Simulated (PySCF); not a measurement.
**Electron correlation in F⁺ (fluorine, charge +1)**

[He] 2s2 2p4, high-spin 3P determinant. All numbers are calculated (PySCF 2.14, the spin-free X2C one-electron Hamiltonian (Gaussian nucleus), in dyall-av3z (15s9p3d2f, 71 functions)). Frozen: 1s2; 6 electrons correlated; the 14 highest virtual orbitals of each spin left out.

```
  level  correlation energy (mhartree)
   CCSD                        -166.47
    (T)                          -2.36
CCSD(T)                        -168.83
```

Diagnostics: T1 = 0.0042, D1 = 0.0084, largest double amplitude 0.023.

Cost of the coupled-cluster step: about 1.7 core-seconds, for 6 correlated electrons.
